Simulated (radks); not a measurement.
Initial-state core-level shifts of the vanadium ion V2+ when its valence configuration changes from [Ar] 3d3. All-electron calculation, non-relativistic Kohn-Sham, PBE, spin-polarised, spherical densities, point nucleus; open shells are filled with parallel spins first. Program: a radial shooting solver on a logarithmic mesh with Libxc functionals. Shifts are changes of the shell-averaged eigenvalues in eV (positive: less bound); the change of the density at the nucleus, which sets a Mossbauer isomer shift, is in e/bohr^3, on a base of 8181.

valence               1s       2s       2p       3p  density at nucleus
3d2.5 4s0.5       -3.384   -3.876   -3.832   -3.123             +3.5259
3d2 4s1           -7.050   -8.087   -7.996   -6.419             +7.5100
3d2.5 4p0.5       -3.950   -4.429   -4.384   -3.685             +0.7515
3d1.5 4s1 4p0.5  -11.521  -13.150  -13.007  -10.394             +8.8750
3d2 4p1           -8.161   -9.182   -9.087   -7.517             +1.6451
3d1 4s2          -15.321  -17.565  -17.376  -13.584            +16.5791
3d1.5 4s1.5      -11.060  -12.669  -12.531   -9.946            +11.7386
3d1 4s1 4p1      -16.214  -18.492  -18.294  -14.455            +10.3951
3d0.5 4s1 4p1.5  -21.120  -24.100  -23.846  -18.587            +12.0790
